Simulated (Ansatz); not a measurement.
Geometry optimisation, UKS LDA/def2-SVP (Ansatz).

Input file:

```yaml
crystal:
  periodic: [false, false, false]
  atoms:
    - { symbol: F, position_ang: [-1.6621, 0.336, 1.673] }
    - { symbol: Si, position_ang: [-0.3953, 0.9579, 0.9529] }
    - { symbol: C, position_ang: [-0.2156, 0.0763, -0.6898] }
    - { symbol: C, position_ang: [0.6526, -1.2118, -0.7241] }
    - { symbol: O, position_ang: [1.1433, -0.0086, -1.2414] }
    - { symbol: H, position_ang: [-0.5689, 2.4369, 0.7497] }
    - { symbol: H, position_ang: [0.7913, 0.7224, 1.8596] }
    - { symbol: H, position_ang: [-0.9649, 0.2275, -1.3739] }
    - { symbol: H, position_ang: [0.2832, -1.9514, -1.4058] }
    - { symbol: H, position_ang: [1.0196, -1.6364, 0.2028] }
magnetization:
  spin_polarized: true
basis:
  gaussian: { orbitals: def2-SVP }
hamiltonian:
  xc: lda
relax:
  f_tol: 0.02
  max_steps: 50
```

Launched with:

```bash
$ ansatz run input.yaml --threads 2 --pin off --max-ram 3072MiB --backend cpu --events-out ev --progress --plain --runs-dir out
```

Q: Where does it end, and by what steps?

A: The run converged. After 7 steps the energy has fallen by 0.425 eV; F1 moved furthest, 0.30 Å.

```tsv
step	energy less start (eV)	largest force component (eV/Å)	accepted
0	0.0000	4.434	yes
1	-0.3514	1.568	yes
2	-0.4113	0.435	yes
3	-0.4160	0.202	yes
4	-0.4213	0.154	yes
5	-0.4238	0.131	yes
6	-0.4250	0.047	yes
7	-0.4253	0.014	yes
```

```xyz
10
Properties=species:S:1:pos:R:3
F -1.781 0.601 1.765
Si -0.406 0.921 0.959
C -0.301 -0.014 -0.647
C 0.633 -1.151 -0.710
O 1.041 0.122 -1.131
H -0.367 2.399 0.699
H 0.763 0.464 1.784
H -1.091 0.043 -1.427
H 0.497 -1.904 -1.514
H 1.096 -1.533 0.225
```

Whether the end is a true minimum wasn't checked by a vibrational analysis.

Run time: 13 s on 2 threads of Arm Neoverse V2, on a shared host, peak memory 0.16 GiB.
